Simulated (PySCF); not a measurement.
**benzotrifluoride: calculation and literature**

Geometry:
| atom | x (Å) | y (Å) | z (Å) |
| --- | --- | --- | --- |
| F1 | 2.680 | 0.360 | -1.174 |
| C2 | 2.171 | 0.036 | 0.033 |
| F3 | 2.671 | 0.932 | 0.898 |
| F4 | 2.713 | -1.149 | 0.357 |
| C5 | 0.669 | 0.008 | 0.024 |
| C6 | 0.007 | -1.169 | -0.298 |
| C7 | -1.376 | -1.185 | -0.323 |
| C8 | -2.090 | -0.034 | -0.034 |
| C9 | -1.424 | 1.140 | 0.277 |
| C10 | -0.041 | 1.167 | 0.306 |
| H11 | 0.572 | -2.062 | -0.519 |
| H12 | -1.895 | -2.099 | -0.568 |
| H13 | -3.169 | -0.051 | -0.052 |
| H14 | -1.980 | 2.038 | 0.499 |
| H15 | 0.487 | 2.076 | 0.550 |

PySCF 2.14 calculation with structure optimised with GFN2-xTB and shieldings: GIAO PBE0/pcSseg-1; no solvent, a single conformation, equivalent nuclei averaged, non-relativistic Hamiltonian.

Reference values: estimated from measurements, as parent shift plus tabulated substituent increment (solution, not stated per compound (mostly CDCl3 or CCl4); Pretsch, Buehlmann, Badertscher, Structure Determination of Organic Compounds, 4th ed. (2009)).
```tsv
atoms	quantity	reference	computed	computed, scaled
C8	δ ¹³C	131.8	137.3	131.6
C7/C9	δ ¹³C	128.8	134.3	128.7
C6/C10	δ ¹³C	125.3	132.2	126.7
H11/H15	δ ¹H	7.53	8.07	7.70
H13	δ ¹H	7.34	7.85	7.50
H12/H14	δ ¹H	7.27	7.83	7.48
```

Reference values: measured (G. Saielli, R. Bini, A. Bagno, Computational 19F NMR. 2. Organic compounds, RSC Adv. 2014, ESI (exp. from Berger-Braun-Kalinowski 1994 and Everett 1995)).
```
   atoms        quantity  reference  computed  computed, scaled
F1/F3/F4  δ ¹⁹F vs CFCl3      -63.2     -77.4             -63.5
```

Reference values: estimated from measurements, as parent shift plus tabulated substituent increment (solution, CCl4; Levy, Lichter, Nelson pp. 111-112; Breitmaier, Voelter pp. 256-258, as tabulated by Wired Chemist).
| atoms | quantity | reference | computed | computed, scaled |
| --- | --- | --- | --- | --- |
| C8 | δ ¹³C | 131.7 | 137.3 | 131.6 |
| C5 | δ ¹³C | 131.1 | 137.6 | 131.9 |
| C7/C9 | δ ¹³C | 128.2 | 134.3 | 128.7 |
| C6/C10 | δ ¹³C | 125.2 | 132.2 | 126.7 |

Reference values: measured (solution, CCl4, 309 K; Shapiro, Mohrmann, J. Phys. Chem. Ref. Data 1977, 6, 919).
| atoms | quantity | reference | computed | computed, scaled |
| --- | --- | --- | --- | --- |
| H11/H15 | δ ¹H | 7.56 | 8.07 | 7.70 |
| H13 | δ ¹H | 7.44 | 7.85 | 7.50 |
| H12/H14 | δ ¹H | 7.38 | 7.83 | 7.48 |

Computed shifts are σ(ref) − σ with the named reference compound (TMS for H and C) calculated as an isolated molecule at the same level. The measured values may be among those fitted. Empirical linear scaling, fitted to shifts measured mostly in CDCl3 for H and C (δ vs TMS): ¹H: δ = 30.01 − 0.943σ (rms 0.17 ppm, 504 shifts, 0.18 ppm with the 4 outliers that the fit left out); ¹³C: δ = 179.97 − 0.974σ (rms 2.1 ppm, 958 shifts, 2.3 ppm with the 13 outliers that the fit left out); ¹⁹F: δ = 146.13 − 0.903σ +14.6 on sp3 carbon (rms 6.0 ppm, 223 shifts, 7.0 ppm with the 5 outliers that the fit left out vs CFCl3, solution or neat liquid). Occasional misses reach two or three times the rms, and more in compound classes unlike the fitted ones.

(1) How far are the unscaled ¹³C shifts from the references?

(2) How far are the unscaled ¹H shifts from the references?

Results:

(1) Mean signed difference +6.16 ppm, mean absolute 6.16 ppm over 7 comparisons; the largest is +7.0 ppm at C6/C10 (aromatic CH).

(2) Mean signed difference +0.50 ppm, mean absolute 0.50 ppm over 6 comparisons; the largest is +0.56 ppm at H12/H14 (hydrogen on an aromatic CH).

14 of the 19 published NMR values on file for this molecule are compared. The rest: values from further sources.
